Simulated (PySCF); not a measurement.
H3AlS3, SMILES `[SH][Al]([SH])[SH]`, neutral singlet in the gas phase. 

Cartesian coordinates (Å):
SMILES: [SH][Al]([SH])[SH]
```xyz
7

S     -0.4763     1.7349    -0.4312
Al     0.2124    -0.2414     0.2035
S      2.3521    -0.5961     0.4402
S     -1.1170    -1.9226     0.6260
H     -1.7800     1.4089    -0.3972
H      2.6779     0.6633     0.0974
H     -2.2360    -1.2369     0.3349
```
Charge 0, spin multiplicity 1.

All levels are single points at this geometry (B3LYP-D3(BJ)/def2-TZVP); Pople sets use spherical d functions. Orbital energies aren't observables, and empty levels follow the basis.

B3LYP/3-21G in PySCF gives dipole (D) = 2.43.

Problem. Estimate the dipole (D) from each of these levels: PBE-D3(BJ)/def2-TZVP in PySCF; ωB97X-D3(BJ)/def2-TZVP in PySCF; M06-2X/6-31G* in PySCF; PBE/6-31G* in PySCF; HF/6-31G* in PySCF.

Solution. 
| level | dipole (D) |
|---|---|
| PBE-D3(BJ)/def2-TZVP in PySCF | 1.49 |
| ωB97X-D3(BJ)/def2-TZVP in PySCF | 1.63 |
| M06-2X/6-31G* in PySCF | 2.00 |
| PBE/6-31G* in PySCF | 1.98 |
| HF/6-31G* in PySCF | 2.08 |
